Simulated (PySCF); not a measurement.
HKO, SMILES [OH][K].

The structure is a stationary point at PBE-D3(BJ)/def2-TZVPD. The isomer is the one that the SMILES or the coordinates give; other isomers of the formula were not compared.

These are C-PCM-PBE0/def2-TZVPD run with PySCF 2.14.0 values and carry that method's errors.

The values are the electrostatic part of the solvation free energy, E(continuum) − E(gas) at the gas-phase geometry, in a cavity of scaled van der Waals radii (PySCF's table); cavitation and dispersion terms are not included. A continuum can't describe solvent molecules that bind to the metal. In vacuum the orbital gap is 4.00 eV. The dipole moment in vacuum is 7.48 D.

```
solvent             ε  ΔG(elec) (kcal/mol)  dipole (D)  gap (eV)
--------------  -----  -------------------  ----------  --------
water           78.36                -14.9        8.17      5.77
ethylethanoate   5.99                  [?]         [?]       [?]
ethanol         24.85                -14.5        8.15      5.72
```

Q: What belongs in the gaps? (Estimate from the structure and the level; the computed values follow.)

A: 
- ethylethanoate, ΔG(elec) (kcal/mol): -12.4
- ethylethanoate, dipole (D): 8.06
- ethylethanoate, gap (eV): 5.50
